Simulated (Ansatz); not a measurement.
Calculated with Ansatz (gas phase, PBE0-D4/def2-TZVP geometries, no zero-point term in ΔE). CCSD(T)/CBS adds triple-zeta CCSD(T) − MP2 to the extrapolated MP2 energy (def2 sets, frozen cores). DFT in def2-TZVPP. For Ga outer-core shells are correlated without core-valence functions, which leaves a few kJ/mol of doubt a bond. Scalar relativity is left out up to krypton. Each species was taken in one conformer, which may not be the lowest.

Consider the formal exchange of groups at a C–O bond: `C[O][Ga]([OH])[Cl]` + `CCCC#N` → `CCC(C)C#N` + `[OH][Ga]([OH])[Cl]`.

```csv
level,ΔE (kJ/mol),difference from CCSD(T)/CBS
PBE-D4,-60.0,7.4
PBE0-D4,-62.7,4.7
ωB97X-V,-60.8,6.6
ωB97M-V,-64.2,3.2
PBE,-57.5,9.9
PBE0,-60.5,6.9
MP2/def2-TZVPP,-72.8,-5.4
SCS-MP2/def2-TZVPP,-66.0,1.4
HF/def2-QZVPP,-50.5,16.9
HF/CBS(def2),-50.5,16.9
CCSD(T)/CBS,-67.4,0
```

Largest T1 diagnostic among the species: 0.013.

From PBE to PBE0 (25 % exact exchange), in def2-TZVPP and without D4, ΔE moves by −3.0 kJ/mol. The D4 term adds −3.8 kJ/mol with B3LYP and −2.2 kJ/mol with PBE0; it sums over pairs of atoms, weighted by their polarisabilities, and B3LYP, whose exchange is more repulsive, gets the larger term.

B3LYP here is the variant with VWN-RPA as its local correlation; programs differ in this.
